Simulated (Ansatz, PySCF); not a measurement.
This PySCF input computes a CAM-B3LYP/def2-TZVPD energy:

```python
from pyscf import gto, scf, dft

mol = gto.M(
    atom='''
    C     1.55241129    0.65946292   -0.80349607
    Si    0.05273260    0.16486820    0.10431747
    O    -0.56701474   -1.35623135   -0.75224303
    O    -1.17926689    1.16344891   -0.12284584
    O     0.16021210   -0.55861753    1.53847590
    H     1.30370964    0.94665057   -1.82690854
    H     2.00563643    1.52877784   -0.32131408
    H     2.28875185   -0.14452788   -0.83010821
    H    -1.26786782   -1.30751884   -1.42309770
    H    -1.90720026    1.30405103    0.49138482
    H     0.84084816   -0.40272008    2.19998399
    H    -0.62804596   -2.17844538   -0.23650461
    ''',
    basis='def2-tzvpd',
    charge=1,
    spin=0,
    verbose=4,
)

mf = dft.RKS(mol, xc='camb3lyp').density_fit(auxbasis='def2-universal-jkfit')
mf.grids.level = 3
mf.conv_tol = 1e-9
mf.max_cycle = 100
mf.max_memory = 1500
mf.kernel()
if not mf.converged:
    mf = mf.newton()
    mf.kernel(mf.make_rdm1())
mf.analyze()
```

### Question
Write an input for the same energy in Ansatz (a program for electronic structure) and say what it gives.

### Answer

Ansatz 0.2 input:
```yaml
crystal:
  periodic: [false, false, false]
  atoms:
    - {symbol: C, position_ang: [1.55241129, 0.65946292, -0.80349607]}
    - {symbol: Si, position_ang: [0.05273260, 0.16486820, 0.10431747]}
    - {symbol: O, position_ang: [-0.56701474, -1.35623135, -0.75224303]}
    - {symbol: O, position_ang: [-1.17926689, 1.16344891, -0.12284584]}
    - {symbol: O, position_ang: [0.16021210, -0.55861753, 1.53847590]}
    - {symbol: H, position_ang: [1.30370964, 0.94665057, -1.82690854]}
    - {symbol: H, position_ang: [2.00563643, 1.52877784, -0.32131408]}
    - {symbol: H, position_ang: [2.28875185, -0.14452788, -0.83010821]}
    - {symbol: H, position_ang: [-1.26786782, -1.30751884, -1.42309770]}
    - {symbol: H, position_ang: [-1.90720026, 1.30405103, 0.49138482]}
    - {symbol: H, position_ang: [0.84084816, -0.40272008, 2.19998399]}
    - {symbol: H, position_ang: [-0.62804596, -2.17844538, -0.23650461]}
basis:
  gaussian:
    orbitals: def2-TZVPD
hamiltonian:
  xc: {name: CAM-B3LYP}
total_charge: 1
output: {forces: true}
```
It gives -557.41958 Eh, and PySCF -557.41969 Eh, a difference of 0.11 mEh, from the treatment of integrals and grids.

It need not be the lowest isomer of its formula.
